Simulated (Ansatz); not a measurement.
Abridged output of a molecular run in Ansatz:

```
Functional definition: HF
1641 factors; integrals over basis functions are off by at most 1.8e-3 eV
mean field evaluation 1: about -12287.0146 eV, gradient 3.8e1 eV
mean field evaluation 2: about -12287.3190 eV, gradient 3.8e1 eV
mean field evaluation 4: about -12290.8377 eV, gradient 4.6e0 eV
mean field evaluation 8: about -12290.9014 eV, gradient 3.2e-1 eV
mean field -12290.90191081 eV, -451.6823141498 hartree, gradient 2.9e-6 eV, S^2 0.000000; 0 other end points of the search recorded, 0 dependent functions left out
9 core orbitals not correlated: weight in the atoms' cores, before any rotation towards them, 1.000 or more for the frozen orbitals, at most 0.000 for the correlated occupied ones
reference -12290.90191081 eV, -451.6823141498 hartree; 15, 15 occupied and 254, 254 virtual orbitals, 1641 factors
second order -24.08361450 eV of doubles, -0.00000000 eV of singles
cycle   1  -24.52624772 eV  change   -4.4e-1 eV  update   1.1e-1
cycle   2  -25.15810065 eV  change   -6.3e-1 eV  update   3.1e-2
cycle   3  -25.29018513 eV  change   -1.3e-1 eV  update   1.6e-2
cycle   4  -25.27738475 eV  change    1.3e-2 eV  update   3.7e-3
cycle   5  -25.27777380 eV  change   -3.9e-4 eV  update   1.9e-3
cycle   6  -25.27835133 eV  change   -5.8e-4 eV  update   5.6e-4
cycle   7  -25.27797656 eV  change    3.7e-4 eV  update   2.3e-4
cycle   8  -25.27790975 eV  change    6.7e-5 eV  update   7.1e-5
cycle   9  -25.27793086 eV  change   -2.1e-5 eV  update   2.7e-5
perturbative correction -0.97164201 eV, -0.0357071851 hartree
Total energy: -12317.15148368 eV, -452.6469681600 hartree
```

Its atoms:

```xyz
13

N     1.239    1.275    0.522
C     1.202   -0.129    0.615
O    -0.025   -0.775    0.189
C    -0.451   -0.661   -1.230
Al   -1.898   -0.346    0.038
H     1.250    1.623   -0.425
H     0.507    1.731    1.049
H     1.308   -0.441    1.655
H     2.001   -0.565    0.013
H     0.021    0.205   -1.696
H    -0.192   -1.582   -1.748
H    -2.821   -1.513    0.582
H    -2.140    1.178    0.434
```

Task: Which basis set was used?
A. def2-TZVPP
B. cc-pV(Q+d)Z
C. def2-QZVPP
D. def2-SVP

Result: A. It gives 278 functions.

Task: Write the keys of the input that set method, charge and spin (a neutral closed shell needs none for the last two).

Result: 
```yaml
correlation: {method: ccsd_t}
```
